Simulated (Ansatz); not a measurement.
Species: NCO, charge 0, doublet. NCO (SMILES N#C[O], doublet).
B3LYP-D3(BJ)/def2-TZVP minimum from Ansatz (an electronic-structure program):
```
C
O 1 1.1754
N 1 1.2216 2 180.00
```
Charge 0, spin multiplicity 2.

Quantity: atomisation energy (electronic, to ground-state atoms), in kcal/mol. Radicals and triplets start from unrestricted determinants; spin-orbit coupling is neglected. CBS(X,Y): correlation extrapolated as X^-3, Hartree-Fock from the larger set (Q,5: extrapolated as (X+1)exp(-9√X)). A bracket is a step between two methods taken in the basis named. The functionals are non-relativistic, so their misses hold any scalar relativity. Double hybrids freeze cores in their MP2 part. 'core' is core correlation in cc-pwCVTZ, 'X2C' scalar relativity in cc-pVTZ-DK, both at CCSD(T). The UHF reference of CNO (N#C[O], doublet) is spin-contaminated (<S^2> up to 0.10 over the pure value in the sets run).

CCSD(T)/CBS(cc-pVQZ,cc-pV5Z) + [CCSDT(Q) - CCSD(T)]/cc-pVTZ + core + X2C (Ansatz) gives 317.6 kcal/mol.

Question: How far off this value is PBE/def2-TZVPD (Ansatz), in which direction, and which of these levels come nearer: r2SCAN/def2-TZVPD, PBE0/def2-TZVPD, wB97M-V/def2-TZVPD, B2PLYP/def2-TZVPD, CCSD(T)/CBS(cc-pVQZ,cc-pV5Z) + core + X2C?

Answer: PBE gives 349.5 kcal/mol, 31.9 kcal/mol above it. Differences of the others: r2SCAN/def2-TZVPD (Ansatz) 7.2; PBE0/def2-TZVPD (Ansatz) 6.8; wB97M-V/def2-TZVPD (Ansatz) 3.9; B2PLYP/def2-TZVPD (Ansatz) 1.6; CCSD(T)/CBS(cc-pVQZ,cc-pV5Z) + core + X2C (Ansatz) -1.1 kcal/mol. Nearer than PBE: r2SCAN/def2-TZVPD, PBE0/def2-TZVPD, wB97M-V/def2-TZVPD, B2PLYP/def2-TZVPD, CCSD(T)/CBS(cc-pVQZ,cc-pV5Z) + core + X2C.
